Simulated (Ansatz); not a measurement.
A structure relaxed at PBE0-D4/def2-TZVP, charge 0, multiplicity 1:

```xyz
5

Al   -0.212   -0.386   -0.549
Se    0.206    1.560    0.632
H    -0.812   -0.209   -1.999
H     0.111   -1.779    0.122
H     0.706    0.814    1.794
```

Give its formula and SMILES.

AlH3Se, `[AlH2][SeH]`.

Point group (tolerance 0.08 Å, 0.16 Å for H)?

Cs.

Summarise the bond lengths by kind.

1 × Al–Se 2.314 Å; 2 × Al–H 1.579 to 1.580 Å; 1 × H–Se 1.469 Å.

Program: Ansatz 0.2.0.
